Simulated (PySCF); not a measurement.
# Ca²⁺ (calcium, charge +2): UHF calculation

Configuration: [Ar], closed-shell 1S. Computed with PySCF 2.14 in aug-cc-pwCVTZ-X2C with one added diffuse shell each of s, p, d, f type (10s9p7d4f, 100 functions), with the spin-free X2C one-electron Hamiltonian (Gaussian nucleus).

- Total energy: -679.030580 hartree
- One-electron energy: -919.7169 hartree
- Hartree (Coulomb) energy: 275.8913 hartree
- Exchange energy: -35.2049 hartree
- ⟨S²⟩: 0.0000
- ⟨L²⟩: 0.000
- Sum of ⟨r⟩: 12.72 bohr
- Sum of ⟨r²⟩: 15.37 bohr²
- Langevin diamagnetic susceptibility: -12.2 ×10⁻⁶ cm³/mol

```
shell  electrons  mean orbital energy (eV)  rms radius, mean of both spins (bohr)
   1s          2                   -4099.9                                 0.0888
   2s          2                   -476.53                                  0.393
   2p          6                   -386.09                                  0.362
   3s          2                   -76.093                                   1.24
   3p          6                   -51.074                                   1.37
```

Densities and radii are taken from the X2C orbitals without a picture-change correction, which distorts them close to the nucleus.
